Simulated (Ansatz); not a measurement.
`OC([SiH3])S` → `OCS` + `[SiH2]`  (silylene formation by 1,1-elimination)

Calculated with Ansatz (gas phase, PBE0-D4/def2-TZVP geometries, no zero-point term in ΔE). CCSD(T)/CBS is the MP2 limit (def2-TZVPP, def2-QZVPP) plus CCSD(T) − MP2 in def2-TZVPP, frozen cores. This one scheme is used for every species. DFT in def2-TZVPP. HSE06 is defined as in plane-wave codes. Each species was taken in one conformer, which may not be the lowest.

Is it downhill or uphill in electronic energy at CCSD(T)/CBS, and by how much? (Estimate.)

Ansatz gave: Uphill: ΔE = +52.1 kcal/mol.

What do these levels give: r2SCAN-D4, HSE06-D4, BHLYP-D4, CAM-B3LYP-D4, ωB97X-V, BLYP, r2SCAN, r2SCANh, CCSD(T)/def2-SVP, SCS-MP2/def2-TZVPP, SCS-MP2/def2-QZVPP, MP2/CBS(def2)? (Estimate.)

Ansatz gave: r2SCAN-D4 57.0, HSE06-D4 54.6, BHLYP-D4 52.5, CAM-B3LYP-D4 52.5, ωB97X-V 54.3, BLYP 44.7, r2SCAN 56.4, r2SCANh 56.2, CCSD(T)/def2-SVP 48.0, SCS-MP2/def2-TZVPP 52.0, SCS-MP2/def2-QZVPP 53.1, MP2/CBS(def2) 57.0 kcal/mol.

Largest T1 diagnostic among the species: 0.014.

From PBE to PBE0 (25 % exact exchange), in def2-TZVPP and without D4, ΔE moves by +1.4 kcal/mol. The D4 term adds +3.6 kcal/mol with B3LYP and +1.9 kcal/mol with PBE0; it sums over pairs of atoms, weighted by their polarisabilities, and B3LYP, whose exchange is more repulsive, gets the larger term.

B3LYP here is the variant with VWN-RPA as its local correlation; programs differ in this.
